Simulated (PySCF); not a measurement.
BrZn (SMILES [Zn+][Br]), charge +1, singlet, at a GFN2-xTB geometry (such geometries of metal compounds can be far from the true shape). Base run: CAMB3LYP/3-21G in PySCF.

Geometry (Å):
```xyz
2

Zn     0.0000     0.0000    -1.1668
Br     0.0000     0.0000     1.0001
```
Charge +1, spin multiplicity 1.
All else is at PySCF's defaults.

The base run was repeated with changes; each row names its change, and settings that it needs were set with it.

| change | E (Eh) | HOMO (eV) | HOMO-LUMO gap (eV) | core-seconds (rough) |
|---|---|---|---|---|
| base | -4332.19716 | -15.25 | 5.75 | 4 |
| functional = bp86 | -4332.48171 | -12.84 | 1.86 | 2 |
| functional = pbe | -4331.30389 | -12.79 | 1.69 | 2 |
| functional = tpss | -4331.83298 | -12.83 | 1.94 | 2 |
| functional = lda,vwn | -4325.53157 | -12.93 | 1.70 | 0.8 |
| functional = wb97x_v | -4331.56907 | -16.16 | 7.87 | 30 |
| functional = wb97m_v | -4331.74386 | -16.05 | 7.55 | 20 |
| functional = pbe; dispersion = d3bjm | … | -12.79 | 1.69 | 2 |
| functional = scan | … | … | … | 2 |
| functional = hf | -4328.76642 | -16.44 | 9.02 | 0.5 |
| functional = bhandhlyp | -4331.96122 | -14.98 | 5.32 | 1 |
| functional = mn15 | … | … | … | 3 |
| functional = wb97x | … | … | … | 3 |

### Question
Fill in the missing entries.

### Answer

- functional = pbe; dispersion = d3bjm, E (Eh): -4331.30990
- functional = scan, E (Eh): -4332.30328
- functional = scan, HOMO (eV): -13.01
- functional = scan, HOMO-LUMO gap (eV): 2.23
- functional = mn15, E (Eh): -4331.59549
- functional = mn15, HOMO (eV): -14.45
- functional = mn15, HOMO-LUMO gap (eV): 5.14
- functional = wb97x, E (Eh): -4332.05287
- functional = wb97x, HOMO (eV): -16.01
- functional = wb97x, HOMO-LUMO gap (eV): 8.26

Absolute energies of different levels of theory aren't comparable as measures of quality.
